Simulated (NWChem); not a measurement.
**ClIn**

```xyz
2

In     0.0000     0.0000    -0.6307
Cl     0.0000     0.0000     1.8179
```
Charge 0, spin multiplicity 1.

Program: NWChem. Structure: optimised with PBE/def2-SVP with def2 effective core potentials on In, a minimum by its harmonic frequencies.

Symmetry labels belong to the abelian group C2v used in the runs, with the axes of the coordinates shown; states degenerate in a higher group split over its labels.

Effective core potentials replace the inner electrons of In; spin-orbit coupling is left out. The structure started from a generated list of species.

**Question.** List the lowest 3 singlet excitations that CIS/def2-SVPD with def2 effective core potentials on In gives, with oscillator strengths.

**Answer.** 
```csv
state,symmetry,energy (eV),wavelength (nm),f
1,b2,4.98,249,0.287
2,b1,4.98,249,0.287
3,a1,6.63,187,0.644
```
